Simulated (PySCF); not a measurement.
**From computed data to an observable: oscillator strength and radiative lifetime**

B(CCH)2(OMe) (C₅H₅BO), SMILES C#CB(OC)C#C.

The structure is a stationary point at B3LYP-D3(BJ)/def2-SVP. Other conformers were not sampled.

TDA-PBE/def2-SVPD in PySCF puts the first singlet state with f over 0.02 at 5.03 eV (vertical), with the transition dipole (-0.266, 0.957, 0.000) in atomic units.

Question: Find the oscillator strength, the wavelength and the radiative lifetime that this transition would have in vacuum if emission retraced absorption.

Answer: 
|μ|² = 0.9866 au, so |μ| = 2.52 D. ΔE = 5.03/27.211 = 0.1848 hartree. f = (2/3) ΔE |μ|² = 0.122 (the program prints 0.122).
λ = 1239.84/5.03 = 246 nm; ν = 40570 cm⁻¹.
Einstein's coefficient A = 0.6670 ν² f s⁻¹ (ν in cm⁻¹) = 1.3e8 s⁻¹, so τ = 1/A = 7.5 ns. This state is S3; the lower singlets have f = 0.000, 0.000. The figure is the radiative limit of this one transition; relaxation, internal conversion, crossing to triplets and a medium change what is measured.
